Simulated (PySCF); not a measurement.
TDDFT excited states: C3H7N3Si

C3H7N3Si.
SMILES with atom numbers: `[CH3:1][c:2]1[nH:3][n:4][n:5][c:6]1[SiH3:7]` (hydrogens: H8, H9, H10 on C1; H11 on N3; H12, H13, H14 on Si7)

Structure used (GFN2-xTB), in Å, numbered top down from 1:
```
atom  x, y, z in Å
C1    -1.2154   -1.2916    0.2497
C2    -0.7400    0.0996    0.0750
N3    -1.5673    1.1744    0.0995
N4    -0.8704    2.3000   -0.0760
N5     0.3559    1.9929   -0.2087
C6     0.5165    0.6459   -0.1266
Si7    2.2125   -0.1314   -0.2637
H8    -1.4140   -1.4989    1.3020
H9    -2.1345   -1.4560   -0.3117
H10   -0.4563   -1.9858   -0.0989
H11   -2.5681    1.1937    0.2226
H12    2.9842    0.5759   -1.2795
H13    2.0222   -1.5375   -0.6481
H14    2.8741   -0.0817    1.0422
```

Level of theory: TDDFT CAM-B3LYP/def2-SVPD, vertical, gas phase, core orbitals frozen in the response (PySCF 2.14.0, density-fitted response routines).

```json
{"state": "S1", "E (eV)": "5.68", "λ (nm)": "218.4", "f": "0.0080", "main configurations (H = HOMO, L = LUMO)": "H-1→L+1 (76%), H-1→L (10%)"}
{"state": "S2", "E (eV)": "6.52", "λ (nm)": "190.1", "f": "0.117", "main configurations (H = HOMO, L = LUMO)": "H→L+1 (74%), H→L (14%)"}
{"state": "S3", "E (eV)": "6.76", "λ (nm)": "183.3", "f": "0.0027", "main configurations (H = HOMO, L = LUMO)": "H-1→L+3 (54%), H-1→L+2 (20%), H-1→L+1 (10%)"}
{"state": "S4", "E (eV)": "6.77", "λ (nm)": "183.1", "f": "0.0010", "main configurations (H = HOMO, L = LUMO)": "H→L (78%), H→L+1 (14%)"}
{"state": "S5", "E (eV)": "7.01", "λ (nm)": "176.9", "f": "0.133", "main configurations (H = HOMO, L = LUMO)": "H→L+3 (55%), H→L+2 (18%), H-2→L+1 (14%)"}
{"state": "S6", "E (eV)": "7.33", "λ (nm)": "169.1", "f": "0.0023", "main configurations (H = HOMO, L = LUMO)": "H-3→L+1 (56%), H-1→L (14%), H-3→L (8%)"}
{"state": "S7", "E (eV)": "7.34", "λ (nm)": "168.8", "f": "0.0092", "main configurations (H = HOMO, L = LUMO)": "H-1→L (61%), H-3→L+1 (15%)"}
```

Triplets, Tamm–Dancoff:

| state | E (eV) | λ (nm) | main configurations (H = HOMO, L = LUMO) |
| --- | --- | --- | --- |
| T1 | 4.56 | 271.8 | H→L+1 (78%), H→L (9%) |
| T2 | 4.66 | 266.3 | H-1→L+1 (59%), H-1→L+3 (14%) |
| T3 | 5.59 | 221.7 | H→L+3 (57%), H→L+2 (20%) |

The lowest singlet comes at 218 nm (548 kJ/mol) in the ultraviolet; it is weak; its leading configuration is HOMO-1→LUMO+1 (76%). The most intense listed level is S5 at 7.01 eV (177 nm, f = 0.133), 1.33 eV above S1. S3/S4 lie within about 0.01 eV of each other. Löwdin shares by element: HOMO carbon 50% or more, nitrogen 27% or more (atoms not listed hold the other 23%); LUMO hydrogen 23% or more, carbon 22% or more, silicon 12% (atoms not listed hold the other 42%). Weighted by f, the mean energy of these states is 6.77 eV. The oscillator strengths of these states sum to 0.274; summed over the whole spectrum of an exact calculation they would give the number of electrons, 60 (Thomas–Reiche–Kuhn). Of the 7 states listed, 2 reach f = 0.01 and none stays under 0.0005. Orbitals of the list HOMO-3 to LUMO+2 that lie within 0.01 eV of each other are written together with a slash and their weights summed (≥ marks a lower bound); for degenerate orbitals outside that list single weights are arbitrary. Singlets were solved by full linear response, triplets in the Tamm–Dancoff approximation. The highest level found (7.53 eV, f 0.0013 so far) is left out, since the window may have cut off a degenerate partner.

Rough CPU time on one thread of a shared machine: about 90 s.
